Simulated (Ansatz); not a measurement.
ClGeH₄Si, SMILES `[SiH3][GeH][Cl]` radical, relaxed with UKS PBE-D4/def2-SVP in Ansatz 0.2.0 from a rough embedded geometry. The force threshold is 0.03 eV/Å; the program also tests the step.

Charge 0, multiplicity 2.

Start:

```xyz
7

Si    0.364   -0.111   -0.866
Ge   -0.232    0.688    1.152
Cl    0.185   -0.835    2.621
H     1.770   -0.390   -0.896
H     0.102    0.914   -1.950
H    -0.432   -1.319   -1.238
H    -1.757    1.053    1.177
```

| step | energy (eV) | largest force (eV/Å) | largest move (Å) |
| --- | --- | --- | --- |
| 1 | -76952.0817 | 1.694 | 0.000 |
| 2 | -76952.2847 | 0.595 | 0.166 |
| 3 | -76952.3057 | 0.049 | 0.043 |
| 4 | -76952.3069 | 0.013 | 0.017 |
| 5 | -76952.3073 | 0.011 | 0.012 |
| 6 | -76952.3078 | 0.010 | 0.031 |

End:

```xyz
7

Si    0.375   -0.121   -0.960
Ge   -0.267    0.774    1.190
Cl    0.141   -0.841    2.630
H     1.844   -0.432   -0.912
H     0.110    0.922   -2.011
H    -0.400   -1.372   -1.276
H    -1.803    1.070    1.339
```

It took 7 s on 4 threads of an Arm Neoverse V2 on a shared host, with 0.16 GiB of host memory at the peak.
